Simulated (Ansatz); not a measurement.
`CS[Si](F)(F)F` → `[CH2]` (triplet) + `F[Si](F)(F)S` at 500 K and 1 bar (formal loss of a carbene).

Gas-phase electronic energies from Ansatz, PBE0-D4/def2-TZVP geometries. CCSD(T)/CBS is the MP2 limit (def2-TZVPP, def2-QZVPP) plus CCSD(T) − MP2 in def2-TZVPP, frozen cores. This one scheme is used for every species. Triplets are unrestricted, without spin–orbit coupling. One conformer a species, not always the lowest.

```
          species  CCSD(T)/CBS energy (Eh)  H − E (kJ/mol)  S (J/(mol·K))
  `CS[Si](F)(F)F`              -1026.33397           177.4          435.0
`[CH2]` (triplet)                -39.09499            62.7          213.9
   `F[Si](F)(F)S`               -987.07717            89.2          382.7
```

H − E and S are ideal-gas, rigid-rotor, harmonic terms from PBE0-D4/def2-TZVP, for one conformer and one mirror image of each species, with the whole ground term of open shells counted as degenerate. 1 Eh = 2625.50 kJ/mol, R = 8.31446 J/(mol·K).

Task: By hand: ΔE, ΔH, ΔS and ΔG.

Result: ΔE = (-39.09499) + (-987.07717) − (-1026.33397) = 0.16181 Eh = 424.8 kJ/mol. Δ(H − E) = 62.7 + 89.2 − 177.4 = -25.5, so ΔH = 399.3 kJ/mol. ΔS = 213.9 + 382.7 − 435.0 = 161.6 J/(mol·K). ΔG = 399.3 − 500 × (161.6)/1000 = 318.5 kJ/mol.

Task: By hand: the equilibrium constant, and the temperature at which ΔG would vanish if ΔH and ΔS stayed fixed.

Result: log₁₀ K = −ΔG/(RT ln 10) = -33.3. ΔG = 0 at ΔH/ΔS = 2471 K.

The number of gas molecules changes by +1, which sets the sign of ΔS. A doubt of 5 kJ/mol in ΔE shifts log₁₀ K by 0.5 here. Other conformers and mirror images would add mixing entropy, several J/(mol·K) or more a flexible species. Modes under 60 cm⁻¹, often nearly free rotors, make the harmonic entropy too high. A triplet takes part, so the spin changes. These are equilibria of isolated gas molecules and say nothing of rates. Largest T1 diagnostic: 0.012 (customary marks: 0.02 for closed shells, 0.045 for open ones).
